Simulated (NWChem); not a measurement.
System meant: C5H4N, doublet; SMILES c1c[c]ccn1

Here is an NWChem input.

```
start job
memory heap 200 mb stack 900 mb global 1100 mb
geometry units angstroms noautoz
  C      0.000000     0.000000     1.399432
  C      1.217209     0.000000     0.745891
  C      1.148259     0.000000    -0.670871
  N      0.000000     0.000000    -1.356172
  C     -1.148259     0.000000    -0.670871
  C     -1.217209     0.000000     0.745891
  H      2.192734     0.000000     1.257150
  H      2.084622     0.000000    -1.259403
  H     -2.084622     0.000000    -1.259403
  H     -2.192734     0.000000     1.257150
end
basis spherical
  * library def2-svp
end
dft
  odft
  mult 3
  xc b3lyp
  iterations 150
  mulliken
end
task dft energy
```

End of the output:

```
 Summary of "ao basis" -> "" (spherical)
 ------------------------------------------------------------------------------
       Tag                 Description            Shells   Functions and Types
 ---------------- ------------------------------  ------  ---------------------
 *                          def2-svp                  on all atoms

                                 NWChem DFT Module
                                 -----------------

 Summary of "ao basis" -> "ao basis" (spherical)
 ------------------------------------------------------------------------------
       Tag                 Description            Shells   Functions and Types
 ---------------- ------------------------------  ------  ---------------------
 C                          def2-svp                 6       14   3s2p1d
 N                          def2-svp                 6       14   3s2p1d
 H                          def2-svp                 3        5   2s1p

 Summary of "ao basis" -> "ao basis" (spherical)
 ------------------------------------------------------------------------------
       Tag                 Description            Shells   Functions and Types
 ---------------- ------------------------------  ------  ---------------------
 C                          def2-svp                 6       14   3s2p1d
 N                          def2-svp                 6       14   3s2p1d
 H                          def2-svp                 3        5   2s1p

      Symmetry analysis of basis
      --------------------------

        a1         42
        a2         12
        b1         34
        b2         16

  number of electrons :                   41
  multiplicity        :                    3
 ------------------------------------------------------------------------
  no. of electrons and multiplicity not compatible                  41
 ------------------------------------------------------------------------
 ------------------------------------------------------------------------
  current input line :
    25: task dft energy
 ------------------------------------------------------------------------
 ------------------------------------------------------------------------
 There is an error in the input file
 ------------------------------------------------------------------------
 For more information see the NWChem manual at https://nwchemgit.github.io

0: no. of electrons and multiplicity not compatible:Received an Error in Communication
```

### Question
Find the fault in this run and fix the input.

### Answer
The input was rejected before any calculation. Cause: the multiplicity doesn't fit the number of electrons (an even count wants an odd multiplicity, and the reverse). This input runs:
```
start job
memory heap 200 mb stack 900 mb global 1100 mb
geometry units angstroms noautoz
  C      0.000000     0.000000     1.399432
  C      1.217209     0.000000     0.745891
  C      1.148259     0.000000    -0.670871
  N      0.000000     0.000000    -1.356172
  C     -1.148259     0.000000    -0.670871
  C     -1.217209     0.000000     0.745891
  H      2.192734     0.000000     1.257150
  H      2.084622     0.000000    -1.259403
  H     -2.084622     0.000000    -1.259403
  H     -2.192734     0.000000     1.257150
end
basis spherical
  * library def2-svp
end
dft
  odft
  mult 2
  xc b3lyp
  iterations 150
  mulliken
end
task dft energy
```
It converges to -247.41816 Ha (B3LYP/def2-SVP, spin-unrestricted).
